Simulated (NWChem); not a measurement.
All runs are NWChem calculations. System: Mg, charge 0, spin multiplicity 3. Its SCF solution wasn't tested for a lower state. Level: UHF/def2-TZVP.

Part of the output:

```
             Northwest Computational Chemistry Package (NWChem) 7.3.0
             --------------------------------------------------------

                                NWChem Input Module
                                -------------------

 Scaling coordinates for geometry "geometry" by  1.889725989
 (inverse scale =  0.529177249)

                             Geometry "geometry" -> ""
                             -------------------------

 Output coordinates in angstroms (scale by  1.889725989 to convert to a.u.)

  No.       Tag          Charge          X              Y              Z
 ---- ---------------- ---------- -------------- -------------- --------------
    1 Mg                  12.0000     0.00000000     0.00000000     0.00000000

 Effective nuclear repulsion energy (a.u.)       0.0000000000

            Nuclear Dipole moment (a.u.)
            ----------------------------
        X                 Y               Z
 ---------------- ---------------- ----------------
     0.0000000000     0.0000000000     0.0000000000

      Symmetry information
      --------------------

 Group name             D2h
 Group number             26
 Group order               8
 No. of unique centers     1

      Symmetry unique atoms

     1


 Summary of "ao basis" -> "" (spherical)
 ------------------------------------------------------------------------------
       Tag                 Description            Shells   Functions and Types
 ---------------- ------------------------------  ------  ---------------------
 *                         def2-tzvp                  on all atoms

 Summary of "ao basis" -> "ao basis" (spherical)
 ------------------------------------------------------------------------------
       Tag                 Description            Shells   Functions and Types
 ---------------- ------------------------------  ------  ---------------------
 Mg                        def2-tzvp                12       32   5s4p3d

                                 NWChem SCF Module
                                 -----------------

  ao basis        = "ao basis"
  functions       =    32
  atoms           =     1
  alpha electrons =     7
  beta  electrons =     5
  charge          =   0.00
  wavefunction    = UHF
  use symmetry    = T
  symmetry adapt  = T

 Summary of "ao basis" -> "ao basis" (spherical)
 ------------------------------------------------------------------------------
       Tag                 Description            Shells   Functions and Types
 ---------------- ------------------------------  ------  ---------------------
 Mg                        def2-tzvp                12       32   5s4p3d

      Symmetry analysis of basis
      --------------------------

        ag         11
        au          0
        b1g         3
        b1u         4
        b2g         3
        b2u         4
        b3g         3
        b3u         4

 Forming initial guess at       0.0s

   Symmetry analysis of molecular orbitals - initial alpha
   -------------------------------------------------------

  Numbering of irreducible representations:

     1 ag          2 au          3 b1g         4 b1u         5 b2g
     6 b2u         7 b3g         8 b3u

  Orbital symmetries:

     1 ag          2 ag          3 b2u         4 b1u         5 b3u
     6 ag          7 b3u         8 b2u         9 b1u        10 ag
    11 b1g        12 b2g        13 ag         14 ag         15 b3g
    16 b3u        17 b1u

   Symmetry analysis of molecular orbitals - initial beta
   ------------------------------------------------------

  Numbering of irreducible representations:

     1 ag          2 au          3 b1g         4 b1u         5 b2g
     6 b2u         7 b3g         8 b3u

  Orbital symmetries:

     1 ag          2 ag          3 b2u         4 b1u         5 b3u
     6 ag          7 b2u         8 b1u         9 b3u        10 ag
    11 ag         12 b3g        13 b1g        14 b2g        15 ag
    16 b2u        17 b1u

 Starting SCF solution at       0.0s

 ----------------------------------------------
         Quadratically convergent UHF

 Convergence threshold     :          1.000E-07
 Maximum no. of iterations :          100
[...]
    1  -49.0815
    2   -3.8226
    3   -2.3414
    4   -2.3361
    5   -2.3361
    6   -0.3392
    7   -0.1831
    8    0.0229
    9    0.0229
   10    0.1316
   11    0.1636
   12    0.1652
   13    0.1652
   14    0.1759
   15    0.1759
   16    0.3451
   17    0.3620

          Final beta eigenvalues
          ----------------------

              1
    1  -49.0735
    2   -3.8052
    3   -2.3299
    4   -2.3299
    5   -2.3219
    6   -0.0099
    7    0.0765
    8    0.0765
    9    0.1069
   10    0.1849
   11    0.1945
   12    0.1945
   13    0.2155
   14    0.2155
   15    0.2248
   16    0.4035
   17    0.4035

                    UHF Final Alpha Molecular Orbital Analysis
                    ------------------------------------------

 Vector    5  Occ=1.000000D+00  E=-2.336084D+00  Symmetry=b2u
              MO Center=  6.1D-23,  6.5D-17,  2.3D-20, r^2= 1.7D-01
   Bfn.  Coefficient  Atom+Function         Bfn.  Coefficient  Atom+Function
  ----- ------------  ---------------      ----- ------------  ---------------
     7      0.865891  1 Mg py                10      0.217342  1 Mg py

 Vector    6  Occ=1.000000D+00  E=-3.392421D-01  Symmetry=ag
              MO Center= -3.5D-22, -1.4D-19, -4.4D-30, r^2= 3.2D+00
   Bfn.  Coefficient  Atom+Function         Bfn.  Coefficient  Atom+Function
  ----- ------------  ---------------      ----- ------------  ---------------
     4      0.774873  1 Mg s                  5      0.339786  1 Mg s
     3     -0.313038  1 Mg s

 Vector    7  Occ=1.000000D+00  E=-1.830829D-01  Symmetry=b3u
              MO Center=  5.5D-21,  7.3D-34, -8.5D-34, r^2= 5.0D+00
   Bfn.  Coefficient  Atom+Function         Bfn.  Coefficient  Atom+Function
  ----- ------------  ---------------      ----- ------------  ---------------
    15      0.775197  1 Mg px                12      0.335721  1 Mg px

 Vector    8  Occ=0.000000D+00  E= 2.293307D-02  Symmetry=b1u
              MO Center=  1.3D-22,  1.8D-21,  5.5D-21, r^2= 5.8D+00
   Bfn.  Coefficient  Atom+Function         Bfn.  Coefficient  Atom+Function
  ----- ------------  ---------------      ----- ------------  ---------------
    17      0.902577  1 Mg pz                14      0.155716  1 Mg pz

 Vector    9  Occ=0.000000D+00  E= 2.293307D-02  Symmetry=b2u
              MO Center=  7.2D-33,  1.9D-20,  8.4D-31, r^2= 5.8D+00
   Bfn.  Coefficient  Atom+Function         Bfn.  Coefficient  Atom+Function
  ----- ------------  ---------------      ----- ------------  ---------------
    16      0.902577  1 Mg py                13      0.155716  1 Mg py

 Vector   10  Occ=0.000000D+00  E= 1.316191D-01  Symmetry=ag
              MO Center= -9.4D-19,  8.3D-18,  5.5D-18, r^2= 9.1D+00
   Bfn.  Coefficient  Atom+Function         Bfn.  Coefficient  Atom+Function
  ----- ------------  ---------------      ----- ------------  ---------------
     4      1.870357  1 Mg s                  5     -1.848383  1 Mg s
     3     -0.326179  1 Mg s

                     UHF Final Beta Molecular Orbital Analysis
                     -----------------------------------------

 Vector    3  Occ=1.000000D+00  E=-2.329933D+00  Symmetry=b2u
              MO Center= -2.2D-33,  4.2D-20,  1.1D-20, r^2= 1.7D-01
   Bfn.  Coefficient  Atom+Function         Bfn.  Coefficient  Atom+Function
  ----- ------------  ---------------      ----- ------------  ---------------
     7      0.866618  1 Mg py                10      0.218478  1 Mg py

 Vector    4  Occ=1.000000D+00  E=-2.329933D+00  Symmetry=b1u
              MO Center=  4.9D-24,  4.1D-20,  5.7D-21, r^2= 1.7D-01
   Bfn.  Coefficient  Atom+Function         Bfn.  Coefficient  Atom+Function
  ----- ------------  ---------------      ----- ------------  ---------------
     8      0.866618  1 Mg pz                11      0.218478  1 Mg pz

 Vector    5  Occ=1.000000D+00  E=-2.321946D+00  Symmetry=b3u
              MO Center=  4.0D-35, -1.5D-35,  3.3D-35, r^2= 1.7D-01
   Bfn.  Coefficient  Atom+Function         Bfn.  Coefficient  Atom+Function
  ----- ------------  ---------------      ----- ------------  ---------------
     6      0.868041  1 Mg px                 9      0.216841  1 Mg px

 Vector    6  Occ=0.000000D+00  E=-9.897668D-03  Symmetry=ag
              MO Center=  7.7D-17,  8.0D-18,  1.5D-17, r^2= 5.0D+00
   Bfn.  Coefficient  Atom+Function         Bfn.  Coefficient  Atom+Function
  ----- ------------  ---------------      ----- ------------  ---------------
     5      0.834000  1 Mg s                  4      0.229826  1 Mg s
     3     -0.211688  1 Mg s

 Vector    7  Occ=0.000000D+00  E= 7.652025D-02  Symmetry=b2u
              MO Center= -6.1D-31, -7.2D-18,  9.1D-22, r^2= 6.5D+00
   Bfn.  Coefficient  Atom+Function         Bfn.  Coefficient  Atom+Function
  ----- ------------  ---------------      ----- ------------  ---------------
    16      0.992968  1 Mg py

 Vector    8  Occ=0.000000D+00  E= 7.652025D-02  Symmetry=b1u
              MO Center= -3.7D-34, -5.5D-34, -1.0D-17, r^2= 6.5D+00
   Bfn.  Coefficient  Atom+Function         Bfn.  Coefficient  Atom+Function
  ----- ------------  ---------------      ----- ------------  ---------------
    17      0.992968  1 Mg pz

 center of mass
 --------------
 x =   0.00000000 y =   0.00000000 z =   0.00000000

 moments of inertia (a.u.)
 ------------------
           0.000000000000           0.000000000000           0.000000000000
           0.000000000000           0.000000000000           0.000000000000
           0.000000000000           0.000000000000           0.000000000000

  Mulliken analysis of the total density
  --------------------------------------

    Atom       Charge   Shell Charges
 -----------   ------   -------------------------------------------------------
    1 Mg  12    12.00   2.00  0.71  1.28  0.70  0.31  5.12  0.87  0.26  0.75  0.00  0.00  0.01

  Mulliken analysis of the alpha density
  --------------------------------------

    Atom       Charge   Shell Charges
 -----------   ------   -------------------------------------------------------
    1 Mg  12     7.00   1.00  0.36  0.63  0.70  0.31  2.57  0.42  0.26  0.75  0.00  0.00  0.01

   Mulliken analysis of the beta density
   -------------------------------------

    Atom       Charge   Shell Charges
 -----------   ------   -------------------------------------------------------
    1 Mg  12     5.00   1.00  0.35  0.65  0.00 -0.00  2.56  0.44 -0.00  0.00  0.00  0.00 -0.00

   Mulliken analysis of the spin density
   -------------------------------------

    Atom       Charge   Shell Charges
 -----------   ------   -------------------------------------------------------
    1 Mg  12     2.00   0.00  0.01 -0.02  0.70  0.31  0.01 -0.02  0.26  0.75  0.00  0.00  0.01

       Multipole analysis of the density wrt the origin
       ------------------------------------------------

     L   x y z        total         alpha         beta         nuclear
     -   - - -        -----         -----         ----         -------
     0   0 0 0     -0.000000     -7.000000     -5.000000     12.000000

     1   1 0 0      0.000000      0.000000     -0.000000      0.000000
     1   0 1 0     -0.000000     -0.000000     -0.000000      0.000000
     1   0 0 1     -0.000000     -0.000000     -0.000000      0.000000

     2   2 0 0    -16.828698    -16.036231     -0.792467      0.000000
     2   1 1 0      0.000000      0.000000      0.000000      0.000000
     2   1 0 1      0.000000      0.000000     -0.000000      0.000000
     2   0 2 0     -8.608760     -7.814555     -0.794205      0.000000
     2   0 1 1     -0.000000     -0.000000      0.000000      0.000000
     2   0 0 2     -8.608760     -7.814555     -0.794205      0.000000

 Task  times  cpu:        0.1s     wall:        0.1s

 Total times  cpu:        0.1s     wall:        0.1s
```

### Question
Write an NWChem input that would produce this output.

### Answer
This is not unique; one that fits is 
```
start mol
memory heap 200 mb stack 900 mb global 1100 mb
geometry units angstroms nocenter noautoz
  Mg     0.000000     0.000000     0.000000
  symmetry group D2h
end
basis spherical
  * library def2-tzvp
end
scf
  uhf
  nopen 2
  maxiter 100
  thresh 1e-7
  semidirect memsize 60000000 filesize 0
  # guess.movecs holds the orbitals of an unrestricted PBE0 run
  vectors input guess.movecs output mol.movecs
end
task scf energy
```
